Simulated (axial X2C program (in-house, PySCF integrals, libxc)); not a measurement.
**HfSe⁻: from the spin-free to the two-component result**

Computed with an in-house all-electron X2C program for linear molecules (integrals from PySCF). Spin-free means the one-electron spin-free X2C Hamiltonian; two-component (2c) means X2C with spin–orbit coupling and atomic mean-field two-electron Coulomb and Gaunt terms, so the difference of the two also holds small scalar two-electron terms. Basis: Hf dyall-acv3z [14s15p10d7f4g], Se dyall-acv3z [9s10p7d5f1g] (cores contracted in-house); Gaussian nuclei, density fitting, unrestricted open shells. Masses: Hf 179.947 u, Se 79.917 u.

Spin-free state: M_S = 1/2, Λ = 2 (beyond evenly filled blocks: δ+α); fragments Hf + Se-.

```
level  Re (Å)  ωe (cm⁻¹)  De (eV)  μ (D)
 PBE0   2.374      293.2    4.451  -2.16
B3LYP   2.391      284.6    4.187  -2.69
```

Dipoles are positive if Se is the positive end and refer to the centre of mass.

Q: Within this multiplet, which Ω should lie lowest by the rule for regular and inverted multiplets?

A: The open δ shell holds one electron, so the multiplet is regular: Ω = Λ − 1/2 = 3/2. The PBE0 2c search agrees.

Two-component determinant lowest at the distance of the search:

Ω = 3/2 (⟨Sz⟩ = -0.48, ⟨Lz⟩ = 1.98 at PBE0); fragments Hf + Se-.

| level | Re (Å) | ωe (cm⁻¹) | μ (D) |
| --- | --- | --- | --- |
| PBE0 | 2.376 | 291.8 | -2.17 |
| B3LYP | 2.393 | 283.0 | -2.69 |

Q: From the two tables, how do the constants change at the PBE0 level (2c against spin-free)?

A: At the PBE0 level Re rises by 0.002 Å and ωe decreases by 1.4 cm⁻¹.

Occupations by symmetry block were frozen at the best pattern of an incomplete PBE0 search. De is counted from the lowest determinant-based energies of the atoms at the same level, without counterpoise correction. De is not given where an atomic determinant may have missed its ground term or J level, or where the truncated virtual space spoils (T). Density functionals use the spin component along the axis (collinear). Other states lie close and PBE0, whose exact exchange favours high spin, may order them wrongly; the determinant shown need not be the ground state. The nearest other spin-free determinant of the search, M_S = 1/2, Λ = 1, lies 0.25 eV up at the distance of the search. The functionals have no current-density term, which raises determinants with orbital currents, atoms included. The highest occupied level of some functionals is positive through self-interaction error; at Hartree–Fock it is bound. The determinant is spin-polarised beyond a pure state at some levels (its spin-free form has ⟨S²⟩ too high), which makes Re and μ there less reliable.
